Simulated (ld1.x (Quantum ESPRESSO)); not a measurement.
# Transferability test, TM potential for Dy

```
Element                 : dysprosium (Dy)
Generator               : ld1.x (Quantum ESPRESSO) 7.5
Type                    : norm-conserving Troullier–Martins (Kleinman–Bylander form)
Functional              : BP86
Relativity              : fully relativistic
Frozen core             : [Kr] 4d10 5s2
Valence charge          : 18
Reference configuration : 4f10 5p6 5d1 6s1 6p0
Partial waves           : 5p (bound): rc 2.50 bohr; 5d (bound): rc 2.85 bohr; 4f (bound): rc 1.10 bohr; 6s (bound): rc 2.65 bohr
Local potential         : the s channel
Core correction         : a·sin(br)/r model core inside 1.05 bohr
```

Open shells are filled in proportion to 2j + 1 (rel_dist='average').

Energies are relative to the spin-unpolarised reference configuration 4f10 5p6 5d1 6s1 6p0; without spin polarisation the order of configurations can differ from experiment.

| valence configuration | charge | ΔE all-electron (eV) | error AE − PS (meV) |
| --- | --- | --- | --- |
| 4f10 5p6 5d0 6s1 6p0 | +1 | 3.764 | +0.3 |
| 4f10 5p6 5d1 6s0 6p0 | +1 | 5.915 | -6.1 |
| 4f11 5p6 5d0 6s0 6p0 | +1 | 5.540 | -765 |
| 4f9 5p6 5d1 6s2 6p0 | 0 | 1.637 | -1107 |
| 4f10 5p5 5d0 6s2 6p0 | +1 | 28.316 | -129 |

Question: What are ΔE and the potential's error for 4f10 5p6 5d0 6s2 6p0?

Answer: ΔE = -2.648 eV all-electron; the error (AE − PS) is -5.3 meV.

Question: What are ΔE and the potential's error for 4f10 5p6 5d0 6s0 6p0?

Answer: ΔE = 15.453 eV all-electron; the error (AE − PS) is -22 meV.

These tests converged, but a pseudo level misses the all-electron one widely, so the file describes the atom poorly there or has found another state: 4f9 5p6 5d1 6s2 6p0: 4f by 2.2 eV (a node warning on the way).
